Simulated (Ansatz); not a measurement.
A run for Ansatz (an electronic-structure program): R-CCSD(T)/aug-cc-pVTZ on AsH3 (SMILES [AsH3]) with ghost functions. The run froze 14 orbitals, filled d shells among them.

Ansatz 0.2 input:
```yaml
crystal:
  periodic: [false, false, false]
  atoms:
    - {symbol: As, position_ang: [0.37495410, -0.17239571, 2.68248411]}
    - {symbol: H, position_ang: [-0.74710526, -0.56229442, 3.61428149]}
    - {symbol: H, position_ang: [0.84764340, 1.06376583, 3.40895728]}
    - {symbol: H, position_ang: [1.42331354, -1.13762316, 3.18106561]}
basis:
  gaussian:
    orbitals: aug-cc-pVTZ
    ghost_atoms:
      - {symbol: B, position_ang: [-0.00516141, -0.05976899, 0.62956386]}
      - {symbol: H, position_ang: [-0.86617620, 0.77755847, 0.57872414]}
      - {symbol: H, position_ang: [-0.35291625, -1.18244247, 0.37704423]}
      - {symbol: H, position_ang: [1.06645547, 0.26575107, 0.19284969]}
magnetization: {spin_polarized: false}
correlation: {method: ccsd_t, electrons: outside_noble_gas}
scf: {lower_state_search: off}
```

It printed:

```
WARN ansatz: RAYON_NUM_THREADS=2 ignored (pool sized by the plan → 2); use --threads N
Functional definition: HF
these checks for a lower state are left out or cut short: stability, starts, cluster_reference, orbital_swaps, neighbouring_geometries, increment
integrals: 1.48 GiB planned
1366 factors; integrals over basis functions are off by at most 1.2e-3 eV
mean field: 0.84 GiB planned
mean field evaluation 1: about -60843.3808 eV, gradient 9.0e0 eV
mean field evaluation 2: about -60843.3923 eV, gradient 9.0e0 eV
mean field evaluation 4: about -60843.9220 eV, gradient 9.3e-1 eV
mean field evaluation 8: about -60843.9270 eV, gradient 6.9e-4 eV
mean field -60843.92696345 eV, -2235.9730744117 hartree, gradient 2.7e-6 eV, S^2 0.000000; 0 other end points of the search recorded, 0 dependent functions left out
14 core orbitals not correlated
reference -60843.92696345 eV, -2235.9730744117 hartree; 4, 4 occupied and 225, 225 virtual orbitals, 1366 factors
second order -4.35390797 eV of doubles, -0.00000000 eV of singles
coupled cluster: 4.00 GiB planned
cycle   1  -4.86734946 eV  change   -5.1e-1 eV  update   5.5e-2
cycle   2  -5.06106989 eV  change   -1.9e-1 eV  update   1.9e-2
cycle   3  -5.07160132 eV  change   -1.1e-2 eV  update   5.3e-3
cycle   4  -5.07021468 eV  change    1.4e-3 eV  update   1.9e-3
cycle   5  -5.06971236 eV  change    5.0e-4 eV  update   5.2e-4
cycle   6  -5.06967105 eV  change    4.1e-5 eV  update   1.8e-4
cycle   7  -5.06969995 eV  change   -2.9e-5 eV  update   6.6e-5
cycle   8  -5.06971009 eV  change   -1.0e-5 eV  update   2.3e-5
cycle   9  -5.06970884 eV  change    1.3e-6 eV  update   7.8e-6
perturbative correction -0.16568377 eV, -0.0060887661 hartree
Total energy: -60849.16235606 eV, -2236.1654715414 hartree
Checks for a lower state left out: stability, starts, cluster_reference, orbital_swaps, neighbouring_geometries, increment
```

The run converged.

Cost: roughly 70 core-seconds.
